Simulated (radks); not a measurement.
Results of a calculation; reference values are marked as such.
Sr V, configuration [Ar] 3d10 4s2 4p4.

Code: a radial shooting solver on a logarithmic mesh with Libxc functionals. Model: scalar-relativistic Kohn-Sham, PBE, spin-unpolarised, spherical densities, finite nucleus; Fermi nuclear charge, rms radius 4.224 fm.

Energy parts (eV):
part                       energy
total                  -86400.072
kinetic                 88605.010
electron-nucleus      -206488.614
Hartree                 34300.410
exchange-correlation    -2816.878

Orbitals (lengths in bohr, moments of r in powers of bohr; <r^-3> diverges for s and p1/2):
| orbital | occ. | eigenvalue (eV) | <r^2> | <r^-3> | <r> |
|---|---|---|---|---|---|
| 1s | 2 | -15986.20 | 0.002067 | - | 0.03916 |
| 2s | 2 | -2206.421 | 0.03507 | - | 0.1725 |
| 2p | 6 | -1966.016 | 0.02765 | 1803 | 0.1504 |
| 3s | 2 | -381.5063 | 0.2774 | - | 0.4916 |
| 3p | 6 | -303.8683 | 0.2893 | 279.6 | 0.4978 |
| 3d | 10 | -175.6799 | 0.3000 | 35.41 | 0.4965 |
| 4s | 2 | -84.1337 | 1.902 | - | 1.298 |
| 4p | 4 | -64.6200 | 2.365 | 37.34 | 1.443 |
| 4d | 0 | -37.0463 | 4.084 | 3.104 | 1.883 |
| 5s | 0 | -31.1757 | 9.172 | - | 2.867 |
| 5p | 0 | -25.4735 | 11.64 | 9.139 | 3.225 |

The highest occupied level is 4p at -64.620 eV. The density falls to 0.001 e/bohr^3 at r = 2.99 bohr.
